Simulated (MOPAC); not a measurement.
MOPAC input (AM1):

```
AM1 1SCF UHF MS=0.5 GEO-OK AUX(PRECISION=9) THREADS=1
H3Cl2OSi2

Si   -2.45546300 1   -0.49918100 1    0.19865300 1
O    -0.86571000 1   -0.48134300 1    0.66274400 1
Si    0.58426500 1    0.22252000 1    0.54099800 1
Cl    0.49398700 1    1.73463600 1   -0.87657000 1
Cl    1.96804800 1   -1.19011300 1   -0.05713700 1
H    -3.05905200 1    0.82535600 1    0.45453300 1
H    -2.53895100 1   -0.82372800 1   -1.24048500 1
H    -3.13414100 1   -1.53452500 1    1.00191700 1
```

Output:

```
 *******************************************************************************
 **                                                                           **
 **                              MOPAC v23.2.5                                **
 **                                                                           **
 *******************************************************************************
 ** MOPAC's Digital Object Identifier: https://doi.org/10.5281/zenodo.6511958 **
 **                                                                           **
 ** Please cite the open-source release paper for use of this MOPAC version:  **
 ** J. E. Moussa and J. J. P. Stewart (2026)                                  **
 ** MOPAC: An open-source semiempirical molecular orbital program             **
 ** J. Open Source Softw., 11(119), 8025, https://doi.org/10.21105/joss.08025 **
 *******************************************************************************

                              AM1 CALCULATION RESULTS

 *******************************************************************************
 *  AM1        - The AM1 Hamiltonian to be used
 *  GEO-OK     - OVERRIDE INTERATOMIC DISTANCE AND OTHER SAFETY CHECKS
 *  UHF        - UNRESTRICTED HARTREE-FOCK CALCULATION
 *  MS=        - IN MECI, MAGNETIC COMPONENT OF SPIN =  0.5
 *  1SCF       - DO 1 SCF AND THEN STOP
 *  AUX        - OUTPUT AUXILIARY INFORMATION
 *******************************************************************************
AM1 1SCF UHF MS=0.5 GEO-OK AUX(PRECISION=9) THREADS=1
 H3Cl2OSi2

   ATOM   CHEMICAL          X               Y               Z
  NUMBER   SYMBOL      (ANGSTROMS)     (ANGSTROMS)     (ANGSTROMS)

     1      Si         -2.45546300  *  -0.49918100  *   0.19865300  *
     2       O         -0.86571000  *  -0.48134300  *   0.66274400  *
     3      Si          0.58426500  *   0.22252000  *   0.54099800  *
     4      Cl          0.49398700  *   1.73463600  *  -0.87657000  *
     5      Cl          1.96804800  *  -1.19011300  *  -0.05713700  *
     6       H         -3.05905200  *   0.82535600  *   0.45453300  *
     7       H         -2.53895100  *  -0.82372800  *  -1.24048500  *
     8       H         -3.13414100  *  -1.53452500  *   1.00191700  *

          CARTESIAN COORDINATES

    NO.       ATOM           X           Y           Z

     1        Si         -2.4555     -0.4992      0.1987
     2         O         -0.8657     -0.4813      0.6627
     3        Si          0.5843      0.2225      0.5410
     4        Cl          0.4940      1.7346     -0.8766
     5        Cl          1.9680     -1.1901     -0.0571
     6         H         -3.0591      0.8254      0.4545
     7         H         -2.5390     -0.8237     -1.2405
     8         H         -3.1341     -1.5345      1.0019

  H: (AM1): M.J.S. DEWAR ET AL, J. AM. CHEM. SOC. 107 3902-3909 (1985)
  O: (AM1): M.J.S. DEWAR ET AL, J. AM. CHEM. SOC. 107 3902-3909 (1985)
 Si: (AM1): M.J.S.DEWAR, C. JIE, ORGANOMETALLICS, 6, 1486-1490 (1987).
 Cl: (AM1): M.J.S. DEWAR AND E. G. ZOEBISCH, THEOCHEM, 180, 1 (1988).

           Empirical Formula: H3 O Si2 Cl2  =     8 atoms

      MOLECULAR POINT GROUP   :   C1

          UHF CALCULATION, NO. OF ALPHA ELECTRONS =   16
                           NO. OF BETA  ELECTRONS =   15

 -------------------------------------------------------------------------------
 AM1 1SCF UHF MS=0.5 GEO-OK AUX(PRECISION=9) THREADS=1
 H3Cl2OSi2

     1SCF WAS SPECIFIED, SO BFGS WAS NOT USED
     SCF FIELD WAS ACHIEVED

                              AM1 CALCULATION
                                                       MOPAC v23.2.5 Linux

          FINAL HEAT OF FORMATION =       -150.66575 KCAL/MOL =    -630.38549 KJ/MOL

          COSMO AREA              =        159.47 SQUARE ANGSTROMS
          COSMO VOLUME            =        159.23 CUBIC ANGSTROMS

          IONIZATION POTENTIAL    =          9.192197 EV
          ALPHA SOMO LUMO (EV)    =         -9.192 -0.709
          BETA  SOMO LUMO (EV)    =        -11.686 -1.189
          NO. OF ALPHA ELECTRONS  =         16
          NO. OF BETA  ELECTRONS  =         15
          MOLECULAR WEIGHT        =        146.1001         POINT GROUP:  C1

          MOLECULAR DIMENSIONS (Angstroms)

            Atom       Atom       Distance
            H     6   Cl     5     5.44019
            H     8   Cl     4     4.69101
            H     7   Si     3     2.63680

          SCF CALCULATIONS        =          1

   ATOM   CHEMICAL          X               Y               Z
  NUMBER   SYMBOL      (ANGSTROMS)     (ANGSTROMS)     (ANGSTROMS)

     1      Si         -2.45546300  *  -0.49918100  *   0.19865300  *
     2       O         -0.86571000  *  -0.48134300  *   0.66274400  *
     3      Si          0.58426500  *   0.22252000  *   0.54099800  *
     4      Cl          0.49398700  *   1.73463600  *  -0.87657000  *
     5      Cl          1.96804800  *  -1.19011300  *  -0.05713700  *
     6       H         -3.05905200  *   0.82535600  *   0.45453300  *
     7       H         -2.53895100  *  -0.82372800  *  -1.24048500  *
     8       H         -3.13414100  *  -1.53452500  *   1.00191700  *

                             CARTESIAN COORDINATES

   1   Si       -2.455463000    -0.499181000     0.198653000
   2    O       -0.865710000    -0.481343000     0.662744000
   3   Si        0.584265000     0.222520000     0.540998000
   4   Cl        0.493987000     1.734636000    -0.876570000
   5   Cl        1.968048000    -1.190113000    -0.057137000
   6    H       -3.059052000     0.825356000     0.454533000
   7    H       -2.538951000    -0.823728000    -1.240485000
   8    H       -3.134141000    -1.534525000     1.001917000

           Empirical Formula: H3 O Si2 Cl2  =     8 atoms

      MOLECULAR POINT GROUP   :   C1

          ALPHA EIGENVALUES
 -36.99999 -36.84882 -36.69096 -19.64505 -17.09440 -16.47296 -15.58333 -15.07827
 -13.82252 -13.27637 -12.57114 -12.43523 -12.15631 -11.79760 -11.70936  -9.19220
  -0.70918  -0.57918   0.24379   1.19954   1.53899   1.56797   2.67510

           BETA EIGENVALUES
 -36.89630 -36.73654 -36.56950 -19.45320 -16.93962 -16.29420 -15.07093 -14.99443
 -13.69591 -12.92065 -12.53685 -12.27271 -12.15595 -11.70024 -11.68598  -1.18944
  -0.10673  -0.04545   0.41355   1.24675   1.56993   1.60904   2.88562

              NET ATOMIC CHARGES AND DIPOLE CONTRIBUTIONS

  ATOM NO.   TYPE          CHARGE      No. of ELECS.   s-Pop       p-Pop
    1         Si           1.136726        2.8633     0.81671     2.04657
    2          O          -0.845259        6.8453     1.79434     5.05092
    3         Si           1.084983        2.9150     0.97899     1.93603
    4         Cl          -0.368241        7.3682     1.98032     5.38792
    5         Cl          -0.341646        7.3416     1.97991     5.36174
    6          H          -0.233362        1.2334     1.23336
    7          H          -0.225804        1.2258     1.22580
    8          H          -0.207397        1.2074     1.20740
 DIPOLE           X         Y         Z       TOTAL
 POINT-CHG.    -1.646     0.770     2.695     3.251
 HYBRID        -0.389    -0.591    -0.762     1.040
 SUM           -2.034     0.179     1.933     2.812

          ATOMIC ORBITAL ELECTRON POPULATIONS

     Atom    s        px        py        pz
    1 Si   0.81671   0.52847   0.76926   0.74885
    2  O   1.79434   1.41863   1.80441   1.82788
    3 Si   0.97899   0.58924   0.61944   0.72734
    4 Cl   1.98032   1.94813   1.70863   1.73116
    5 Cl   1.97991   1.73585   1.72730   1.89858
    6  H   1.23336
    7  H   1.22580
    8  H   1.20740

                    (SZ)    =    0.500000
                    (S**2)  =    0.753948

          ATOMIC ORBITAL SPIN POPULATIONS

    Atom   Total    s     px     py     pz
         Atomic
    1 Si  0.0187  0.005  0.013  0.001 -0.000
    2  O  0.0275  0.002 -0.006  0.006  0.026
    3 Si  0.8497  0.361  0.073  0.083  0.332
    4 Cl  0.0446  0.000  0.002 -0.016  0.059
    5 Cl  0.0588  0.000 -0.014  0.027  0.045
    6  H -0.0009 -0.001
    7  H  0.0042  0.004
    8  H -0.0026 -0.003

 **********************
 *                    *
 * JOB ENDED NORMALLY *
 *                    *
 **********************

 == MOPAC DONE ==
```

The geometry given is a B3LYP-D3(BJ)/def2-TZVP minimum.
